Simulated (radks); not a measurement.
He II, configuration 6f1 (not the ground configuration).

Method: non-relativistic Kohn-Sham, r2SCAN, spin-unpolarised, spherical densities, point nucleus; meta-GGA in the generalised Kohn-Sham scheme; without spin polarisation the odd electron is poorly described; computed with a radial shooting solver on a logarithmic mesh with Libxc functionals.

Energy parts (eV):
part                  energy
total                 -1.527
kinetic                1.472
electron-nucleus      -2.980
Hartree                0.501
exchange-correlation  -0.519

Orbitals (lengths in bohr, moments of r in powers of bohr; r(max) is where P^2 peaks; r(90%) holds 90 % of the orbital's charge):
| orbital | occ. | eigenvalue (eV) | <r^2> | r(max) | r(90%) |
|---|---|---|---|---|---|
| 6f | 1 | -1.1979 | 665.0 | 27.16 | 33.5 |

The highest occupied level is 6f at -1.198 eV. Summed over all electrons, <r^2> = 665.0 bohr^2, which gives a Langevin (diamagnetic) susceptibility term of -527 x 10^-6 cm^3/mol. Virial ratio -V/T = 2.03725. The electron density at the nucleus is 1.206e-48 e/bohr^3.
